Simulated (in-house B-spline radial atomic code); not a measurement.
Cr. Computed with a B-spline radial atomic code. Model: non-relativistic spherical atom: semilocal Troullier-Martins pseudo-atom, one channel per l, against all electrons, high spin, G0W0 and RPA with empty states to l = 8, local potential for every l without a channel, a model core (radius 0 = none) keeps its share of the functional.

What the tables leave out is listed at the end.

The pseudopotential gives back the lowest level of each angular momentum of its own functional in the configuration it was made in; a second state of the same l is only approximately right. Exact exchange, RPA and GW see the smooth pseudo-orbitals and miss the exchange with the core, for which the functional's share stands in. The column with an uncorrelated core keeps all orbitals and exact exchange, and so separates missing core correlation from pseudisation. Only the three outermost levels and the lowest empty one were computed. RPA here is direct RPA, with no exchange kernel, and its energies carry an (l + 1/2)⁻⁴ tail. A hybrid on a potential with a model core restores only its own semilocal share of the core's exchange.

Command:
```bash
python run_psgw.py task.json out
```
Settings (lengths in bohr, energies in hartree):
```
Z                      24
electrons              24
configuration          [Ar] 3d5 4s1
generated_in           [Ar] 3d5 4s1
functional             lda,vwn
core_shells            3
radius_factor          1.15
core_correction        True
ion_configuration      [Ar] 3d5
```

Cost of the run: 53 s on 1 thread of Intel(R) Xeon(R) Platinum 8259CL CPU @ 2.50GHz (Skylake/Cascade Lake) (shared host).

Given: made with LDA VWN5; model core radius 0.462 bohr; local radius 1.178 bohr; mean-field start PBE0.

Valence shells of the generating configuration: 3s, 3p, 4s, 3d.

Channel: s 0.899, p 0.917, d 2.76 (radii in bohr).

Computed: largest level miss in the spin-unpolarised generating configuration 0.035 eV; valence RPA correlation energy all-electron orbitals -0.83437 hartree; valence RPA correlation energy pseudo -0.74275 hartree; all-electron RPA polarisability, core included 43.227 bohr³; pseudo-atom RPA polarisability 43.919 bohr³; ionisation by mean-field all-electron 6.9264 eV; ionisation by mean-field pseudo minus all -0.101 eV.

```
level  occupied  mean-field all-electron (eV)  mean-field pseudo minus all (eV)  G0W0 all-electron (eV)  G0W0 uncorrelated core minus all (eV)  G0W0 pseudo minus all (eV)  exchange self-energy all-electron (eV)  exchange self-energy pseudo (eV)
4s up         1                       -4.8496                             0.101                 -7.1889                                  0.007                       0.018                                 -9.7467                           -9.3784
```

Q: What is the ionisation by RPA all-electron?

A: 7.1765 eV.

Q: What is the ionisation by RPA pseudo minus all?

A: 0.072 eV.

Among the listed levels the largest G0W0 shift of the pseudo-atom is +0.02 eV, for 4s up on the PBE0 start, while leaving the core uncorrelated moves that level by +0.01 eV. The rest, +0.01 eV, comes from pseudisation and the lost core exchange. Not in the tables (levels of low weight, unsolved or above zero; the highest and the empty levels are kept at any weight): on LDA, a start not tabulated, the G0W0 levels 3d up (pseudo minus all -0.25 eV, weights 0.52 and 0.53), 4s up (pseudo minus all -0.10 eV, weights 0.79 and 0.79), 3p down (pseudo minus all -2.44 eV, weights 0.03 and 0.44), 4s down (pseudo minus all +0.01 eV, weights 0.82 and 0.82); on PBE0 the G0W0 levels 3d up (pseudo minus all -0.33 eV, weights 0.72 and 0.70), 3p down (pseudo minus all -0.64 eV, weights 0.63 and 0.66), 4p up (pseudo minus all +0.01 eV, weights 0.94 and 0.94); no Hartree-Fock pseudo-atom is run with a model core.
